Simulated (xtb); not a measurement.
H$_{6}$AgN$_{2}$, charge +2, doublet, at a GFN2-xTB geometry of the parent state (such geometries of metal compounds can be far from the true shape) (a state made from the parent by changing its charge; the spin is typed, not shown lowest); GFN2-xTB in xtb 6.7.1.

The xtb input:
```
$ xtb mol.xyz --gfn 2 --chrg 2 --uhf 1 --json

# file mol.xyz
9

Ag    -0.00000000    -0.00000000     0.00000000
N     -1.24067725    -0.67082294     1.77286030
H     -1.65718678     0.11188149     2.27566513
H     -0.69325101    -1.19150804     2.45706103
H     -2.01203145    -1.27912100     1.50100505
N      1.24067725     0.67082294    -1.77286030
H      0.99615131     1.60911881    -2.08706888
H      1.12783478     0.06007285    -2.58104964
H      2.23848315     0.68955590    -1.56561269
```

What the program printed (banner, timings and long lists left out):

```
   ID    Z sym.   atoms
    1   47 Ag     1
    2    7 N      2, 6
    3    1 H      3-5, 7-9

           -------------------------------------------------
          |                Calculation Setup                |
           -------------------------------------------------

           -------------------------------------------------
          |                 G F N 2 - x T B                 |
           -------------------------------------------------

          ...................................................
          :                      SETUP                      :
          :.................................................:
          :  # basis functions                  24          :
          :  # atomic orbitals                  23          :
          :  # shells                           13          :
          :  # electrons                        25          :
          :  max. iterations                   250          :
          :  Hamiltonian                  GFN2-xTB          :
          :  restarted?                      false          :
          :  GBSA solvation                  false          :
          :  PC potential                    false          :
          :  electronic temp.          300.0000000     K    :
          :  accuracy                    1.0000000          :
          :  -> integral cutoff          0.2500000E+02      :
          :  -> integral neglect         0.1000000E-07      :
          :  -> SCF convergence          0.1000000E-05 Eh   :
          :  -> wf. convergence          0.1000000E-03 e    :
          :  Broyden damping             0.4000000          :
          :  net charge                          2          :
          :  unpaired electrons                  1          :
          ...................................................

 iter      E             dE          RMSdq      gap      omega  full diag
   1    -11.6230634 -0.116231E+02  0.136E+01    5.66       0.0  T
   2    -11.7422653 -0.119202E+00  0.454E+00    6.10       1.0  T
   3    -11.7133402  0.289251E-01  0.683E+00    6.45       1.0  T
   4    -11.7833293 -0.699891E-01  0.179E+00    6.49       1.0  T
   5    -11.8013649 -0.180356E-01  0.118E+00    6.62       1.0  T
   6    -11.7335084  0.678565E-01  0.336E+00    6.55       1.0  T
   7    -11.8025642 -0.690558E-01  0.463E-01    6.59       1.0  T
   8    -11.8040725 -0.150831E-02  0.219E-01    6.61       1.0  T
   9    -11.8042484 -0.175885E-03  0.153E-01    6.61       1.0  T
  10    -11.8043038 -0.554133E-04  0.996E-02    6.61       1.0  T
  11    -11.8043267 -0.228987E-04  0.770E-02    6.61       1.0  T
  12    -11.8043536 -0.269065E-04  0.427E-02    6.62       1.0  T
  13    -11.8043637 -0.101326E-04  0.154E-02    6.62       2.2  T
  14    -11.8043649 -0.117924E-05  0.628E-03    6.62       5.3  T
  15    -11.8043651 -0.222634E-06  0.139E-03    6.62      24.0  T
  16    -11.8043651 -0.123497E-07  0.611E-05    6.62     545.5  T
  17    -11.8043651  0.614619E-12  0.511E-05    6.62     652.8  T

   *** convergence criteria satisfied after 17 iterations ***

         :::::::::::::::::::::::::::::::::::::::::::::::::::::
         ::                     SUMMARY                     ::
         :::::::::::::::::::::::::::::::::::::::::::::::::::::
         :: total energy             -11.696829779204 Eh    ::
         :: gradient norm              0.032201965730 Eh/a0 ::
         :: HOMO-LUMO gap              6.616872862982 eV    ::
         ::.................................................::
         :: SCC energy               -11.804365412305 Eh    ::
         :: -> isotropic ES            0.413122659979 Eh    ::
         :: -> anisotropic ES         -0.033874145958 Eh    ::
         :: -> anisotropic XC          0.000150839844 Eh    ::
         :: -> dispersion             -0.002364721626 Eh    ::
         :: repulsion energy           0.107535633101 Eh    ::
         :: add. restraining           0.000000000000 Eh    ::
[...]
         7        2.0000           -0.9023317             -24.5537
         8        2.0000           -0.8686216             -23.6364
         9        2.0000           -0.8686216             -23.6364
        10        2.0000           -0.8632055             -23.4890
        11        2.0000           -0.8632055             -23.4890
        12        1.9914           -0.8467006             -23.0399
        13        1.0086           -0.8376910             -22.7947 (HOMO)
        14                         -0.5945254             -16.1779 (LUMO)
        15                         -0.4826530             -13.1337
        16                         -0.4826530             -13.1337
        17                         -0.4329799             -11.7820
        18                         -0.2705710              -7.3626
        19                         -0.1785668              -4.8590
        20                         -0.1785666              -4.8590
        21                         -0.1693382              -4.6079
        22                         -0.1693380              -4.6079
        23                          0.2331237               6.3436
      -------------------------------------------------------------
                  HL-Gap            0.2431656 Eh            6.6169 eV
             Fermi-level           -0.7791520 Eh          -21.2018 eV

     #   Z          covCN         q      C6AA      α(0)
     1  47 Ag       1.356     0.729   232.933    31.563
     2   7 N        3.257    -0.267    26.898     7.703
     3   1 H        0.860     0.301     0.711     1.321
     4   1 H        0.860     0.301     0.711     1.321
     5   1 H        0.860     0.301     0.711     1.321
     6   7 N        3.257    -0.267    26.898     7.703
     7   1 H        0.860     0.301     0.711     1.321
     8   1 H        0.860     0.301     0.711     1.321
     9   1 H        0.860     0.301     0.711     1.321

 Mol. C6AA /au·bohr⁶  :        928.023556
 Mol. C8AA /au·bohr⁸  :      43611.446261
 Mol. α(0) /au        :         54.893176

Wiberg/Mayer (AO) data.
largest (>0.10) Wiberg bond orders for each atom

 ---------------------------------------------------------------------------
     #   Z sym  total        # sym  WBO       # sym  WBO       # sym  WBO
 ---------------------------------------------------------------------------
     1  47 Ag   1.622 --     6 N    0.730     2 N    0.730
     2   7 N    3.510 --     3 H    0.878     5 H    0.878     4 H    0.878
                             1 Ag   0.730     6 N    0.139
     3   1 H    0.909 --     2 N    0.878
     4   1 H    0.909 --     2 N    0.878
     5   1 H    0.909 --     2 N    0.878
     6   7 N    3.510 --     8 H    0.878     7 H    0.878     9 H    0.878
                             1 Ag   0.730     2 N    0.139
     7   1 H    0.909 --     6 N    0.878
     8   1 H    0.909 --     6 N    0.878
     9   1 H    0.909 --     6 N    0.878
 ---------------------------------------------------------------------------

Topologies differ in total number of bonds
Writing topology from bond orders to xtbtopo.mol

molecular dipole:
                 x           y           z       tot (Debye)
 q only:        0.000       0.000      -0.000
   full:       -0.000      -0.000       0.000       0.000
molecular quadrupole (traceless):
                xx          xy          yy          xz          yz          zz
 q only:       -1.644       7.977     -12.084     -21.082     -11.399      13.728
  q+dip:       -1.796       8.717     -13.204     -23.036     -12.456      15.000
   full:       -1.577       7.655     -11.597     -20.231     -10.939      13.174

           -------------------------------------------------
          | TOTAL ENERGY              -11.696829779204 Eh   |
          | GRADIENT NORM               0.032201965730 Eh/α |
          | HOMO-LUMO GAP               6.616872862982 eV   |
           -------------------------------------------------

normal termination of xtb
```
